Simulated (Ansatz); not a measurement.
One change: `CSS[SiH3]` becomes `CSSCF`.

Ansatz, PBE0-D4/def2-TZVP geometries, multiplicity 1. Each molecule was computed in one conformer, which needn't be the lowest.

| property | `CSS[SiH3]` |
| --- | --- |
| LUMO energy (ωB97M-V/def2-TZVPP) / eV | 1.22 |
| HOMO–LUMO gap (B3LYP/def2-TZVPP) / eV | 5.51 |
| HOMO energy (PBE/def2-TZVPP) / eV | -5.62 |
| HOMO energy (B3LYP/def2-TZVPP) / eV | -6.57 |
| HOMO–LUMO gap (ωB97M-V/def2-TZVPP) / eV | 10.15 |
| HOMO–LUMO gap (PBE0/def2-TZVPP) / eV | 5.95 |

(1) Give the same properties after the change, and the shifts. (Best estimate.)

## Answers

(1) The calculation gave: 
```csv
property,`CSSCF`,shift
LUMO energy (ωB97M-V/def2-TZVPP) / eV,1.61,0.39
HOMO–LUMO gap (B3LYP/def2-TZVPP) / eV,6.08,0.57
HOMO energy (PBE/def2-TZVPP) / eV,-5.78,-0.16
HOMO energy (B3LYP/def2-TZVPP) / eV,-6.77,-0.20
HOMO–LUMO gap (ωB97M-V/def2-TZVPP) / eV,10.78,0.63
HOMO–LUMO gap (PBE0/def2-TZVPP) / eV,6.54,0.59
```

With PBE0 the HOMO falls by 0.20 eV and the LUMO rises by 0.38 eV, so the gap widens by about 0.58 eV. PBE moves the HOMO by -0.16 eV and ωB97M-V by -0.24 eV.

B3LYP here is the variant with VWN-RPA as its local correlation; programs differ in this.
